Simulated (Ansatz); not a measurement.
**Worked example: the barrier**

An elementary step of Si$_{2}$H$_{6}$OF$_{4}$, singlet (Si₂H₃F₃ ([F][Si]([F])([F])[SiH3]) + H₂O + HF → SiF₄ ([F][Si]([F])([F])[F]) + SiH₄ + H₂O; bonds formed: Si1–F7, Si2–H8, H6–O9; bonds broken: Si1–Si2, H6–F7, H8–O9). “Start” is the structure reached by relaxing down from the saddle towards the reactants; PBE0-D4/def2-TZVP structures. The saddle:

```xyz
13
angstrom
Si -1.2011 -0.0881 0.3651
Si 0.3806 0.0864 -1.5772
F -2.5265 -0.9616 0.3040
F -1.8082 1.1593 -0.4940
F -0.9958 0.7254 1.7452
H 1.1157 -0.7291 1.4728
F -0.3096 -1.4237 0.9459
H 0.9710 0.2869 0.2895
O 1.5992 0.1143 1.2479
H 1.6682 -0.6549 -1.7116
H -0.6538 -0.7176 -2.2874
H 0.4997 1.4323 -2.1817
H 1.2608 0.7704 1.8814
```

Computed with Ansatz 0.2.0 (basis: def2-TZVPP and def2-QZVPP); correlated methods freeze the cores.

Energies in eV:

| quantity | saddle | start |
| --- | --- | --- |
| Hartree–Fock, triple zeta (X = 3) | -28690.37147 | -28692.91746 |
| Hartree–Fock, quadruple zeta (X = 4) | -28691.49982 | -28694.04119 |
| MP2 correlation, X = 3 | -42.32723 | -41.51324 |
| MP2 correlation, X = 4 | -46.17205 | -45.34030 |
| CCSD(T) correlation, X = 3 | -44.46213 | -43.67933 |

(1) Work out the barrier at the basis limit: extrapolate Hartree–Fock as E(X) = E∞ + A exp(−7.88 √X) and the MP2 correlation as E(X) = E∞ + B X^−2.97 (the exponents that Neese and Valeev fitted for def2-TZVPP and QZVPP), then add CCSD(T) − MP2 in triple zeta.

No T1 diagnostic of these runs exceeds 0.013.

Results:

(1) Each step is linear, so take the differences first (saddle − start): Hartree–Fock 2.54599 (X = 3) and 2.54137 (X = 4); MP2 correlation -0.81399 and -0.83175; CCSD(T) correlation -0.78280.
Two points give E∞ = E(4) + w [E(4) − E(3)], with w = 1/(exp(7.88 (2 − √3)) − 1) = 0.1377 for Hartree–Fock and w = 1/((4/3)^2.97 − 1) = 0.7407 for the correlation.
Hartree–Fock: 2.54137 + 0.1377 × (-0.00462) = 2.5407 eV.
MP2 correlation: -0.83175 + 0.7407 × (-0.01776) = -0.8449 eV.
CCSD(T) − MP2: -0.78280 − (-0.81399) = 0.0312 eV.
Sum: 2.5407 + (-0.8449) + 0.0312 = 1.7270 eV, or 39.83 kcal/mol. Plain CCSD(T) in triple zeta gives 1.7632 eV, so the larger basis shifts the result by -0.0362 eV.

Labels in which every atom is bracketed show which atoms are joined, not bond orders.

For scale, one of the runs: CCSD(T)/def2-TZVPP, 323 basis functions, launched by `ansatz run in.yaml --threads 4 --pin off --events-out ev --progress --plain --max-ram 66560MiB --backend cuda --devices 0, --max-vram 37GiB`. Hardware: 4 CPU threads of an AMD EPYC 7R13 and a share of one NVIDIA H100, shared host. Wall time 16 s; peak host memory 0.84 GiB.
